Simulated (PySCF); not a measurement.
## [Mn(SeH)4]2-: what the settings change

The complex [Mn(SeH)4]2- (charge -2) contains Mn(II), shell d5. The structure is a PBE0-D3(BJ)/def2-SVP, IEF-PCM water geometry optimised for multiplicity 6; coordination tetrahedral, point group S4, metal–donor distances 2.58 Å.

```
9

Mn    0.000    0.000    0.000
Se    1.502    1.502    1.454
H     0.374    2.120    2.171
Se   -1.502   -1.502    1.454
H    -0.374   -2.120    2.171
Se   -1.502    1.502   -1.454
H    -2.120    0.374   -2.171
Se    1.502   -1.502   -1.454
H     2.120   -0.374   -2.171
```

Method (PySCF 2.14, density fitting): CASSCF(5,5) with orbitals averaged over all microstates of the shell, strongly contracted NEVPT2 on the averaged canonical orbitals; basis x2c-TZVPall on the metal, x2c-SVPall elsewhere; spin-free X2C; IEF-PCM water; spin-orbit coupling by state interaction with the mean-field operator over all roots.

Base run: NEVPT2 ground state 6A (from 6A1), next 4A (from 4T1) at 23757, then 4E (from 4T1) at 25186 cm⁻¹, 10Dq(CASSCF) 2637, B(CASSCF) 1020, ζ 287 cm⁻¹, D 0.05 cm⁻¹, g 2.002 2.002 2.002, μeff(300 K) 5.92 μB.

**Question.** What happens with the basis x2c-TZVPall on all atoms?

**Answer.** NEVPT2 ground state 6A (from 6A1), next 4A (from 4T1) at 23824, then 4E (from 4T1) at 25145 cm⁻¹, 10Dq(CASSCF) 2629, B(CASSCF) 1020, ζ 287 cm⁻¹, D 0.05 cm⁻¹, g 2.002 2.002 2.002, μeff(300 K) 5.92 μB. It took 78 s against 44 s on a shared host of the same kind.

**Question.** What happens with orbitals averaged over the highest spin alone?

**Answer.** NEVPT2 ground state 6A (from 6A1), next 4A (from 4T1) at 24708, then 4E (from 4T1) at 25899 cm⁻¹, 10Dq(CASSCF) 2521, B(CASSCF) 1071, ζ 304 cm⁻¹, D 0.03 cm⁻¹, g 2.002 2.002 2.002, μeff(300 K) 5.92 μB.
